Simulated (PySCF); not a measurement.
Silicon: a sound run and one with changed settings

Sound run: Si⁺ [Ne] 3s2 3p1, Si²⁺ [Ne] 3s2. Calculation: PySCF 2.14, in aug-cc-pVDZ-DK; scalar relativity by spin-free X2C-1e. In the sound run the correlated levels freeze [Ne]. The sound run starts from symmetry-adapted Hartree-Fock orbitals and uses a fine grid where one is needed.

Changed run: initial guess sap, at most 50 SCF cycles.

```tsv
species	method	sound run (hartree)	changed run (hartree)	converged
Si⁺	UHF	-289.17216	-289.17216	yes
Si⁺	BP86	-289.70064	-289.70064	yes
Si⁺	CCSD(T)	-289.22628	-289.22628	yes
Si²⁺	PBE0	-288.95000	-288.95000	yes
Si²⁺	MP2	-288.62001	-288.62001	yes
```

Here the plain start reaches the same solutions.
